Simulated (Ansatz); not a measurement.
**Ligand exchange: GeH3Br + NaNH2 → GeH3(NH2) + NaBr**

Species: GeH3Br `[GeH3][Br]`, singlet; NaNH2 `[NH2][Na]`, singlet; GeH3(NH2), singlet; NaBr, singlet. The partners trade Br for NH2: Ge–Br and Na–NH2 bonds give way to Ge–NH2 and Na–Br.

Shapes, held fixed at every level: PBE0-D4/def2-TZVP. Programs: Ansatz 0.2.0. The zero-point and thermal change to 298 K, harmonic and unscaled (PBE0-D4/def2-TZVP), is +7.1 kJ/mol.

```tsv
level	kind	ΔH(298 K) (kJ/mol)	less CCSD(T)/def2-TZVPP	CPU time (sum over the molecules)
HF/def2-TZVPP	Hartree–Fock	-188.2	-30.1	–
B3LYP-D4/def2-TZVPP	global hybrid	-151.7	+6.4	12 s
PBE0-D4/def2-TZVPP	global hybrid	-156.6	+1.5	9 s
r2SCAN0-D4/def2-TZVPP	global hybrid	-165.0	-6.9	16 s
wB97M-V/def2-TZVPP	range-separated hybrid	-156.2	+1.9	37 s
MP2/def2-TZVPP	perturbation theory	-155.9	+2.2	–
CCSD(T)/def2-TZVPP	coupled cluster or CI	-158.1	0.0	85 s
```

The highest level, CCSD(T)/def2-TZVPP, gives ΔH(298 K) = -158.1 kJ/mol; the levels span -188.2 to -151.7. The column of differences is taken from that level and isn't an error. No measured value is set beside it here. Relativity is left out for Br, Ge unless named. Correlated rows may include outer-core shells of Br, Ge, Na, which these sets cover unevenly. Times are processor times on shared x86 and Arm servers, and rough.
